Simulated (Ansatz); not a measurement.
The same molecule with X = B, Al, Ga, In. Ansatz, PBE0-D4/def2-TZVP geometries, multiplicity 1.

Elements past krypton have def2 core potentials. Outer-core shells of Br, Ga, In are correlated without core-valence functions. Scalar relativity is left out up to krypton. Spin–orbit coupling is left out.

```tsv
X	molecule	vertical ionisation energy (CCSD(T)/def2-TZVPP) / eV	mean X–Br bond length / Å	mean X–H bond length / Å	size of the dipole moment (B3LYP/def2-TZVPP) / D	zero-point energy (PBE0-D4/def2-TZVP) / kJ/mol	LUMO energy (ωB97M-V/def2-TZVPP) / eV
B	`BBr`	10.87	1.891	1.188	0.52	54.1	-0.01
Al	`[AlH2][Br]`	10.81	2.256	1.576	1.19	37.1	-0.11
Ga	`[GaH2][Br]`	10.52	2.294	1.557	1.81	36.8	-0.20
```

Question: Give the row for X = In, `[Br][InH2]`. (Estimate.)

Answer: Ansatz gave: 
```csv
X,molecule,vertical ionisation energy (CCSD(T)/def2-TZVPP) / eV,mean X–Br bond length / Å,mean X–H bond length / Å,size of the dipole moment (B3LYP/def2-TZVPP) / D,zero-point energy (PBE0-D4/def2-TZVP) / kJ/mol,LUMO energy (ωB97M-V/def2-TZVPP) / eV
In,`[Br][InH2]`,10.16,2.484,1.706,2.65,32.9,-0.52
```

From B to In the vertical ionisation energy (CCSD(T)/def2-TZVPP) falls at each step, by 0.71 eV in all; the mean X–Br bond length rises at each step, by 0.593 Å in all; the mean X–H bond length isn't monotonic: highest at In, lowest at B; the zero-point energy (PBE0-D4/def2-TZVP) falls at each step, by 21.2 kJ/mol in all; the LUMO energy (ωB97M-V/def2-TZVPP) falls at each step, by 0.51 eV in all. Bonds lengthen as the atom grows down the group. Dipoles are sizes alone, and their direction can turn along the series.

B3LYP here is the variant with VWN-RPA as its local correlation; programs differ in this.
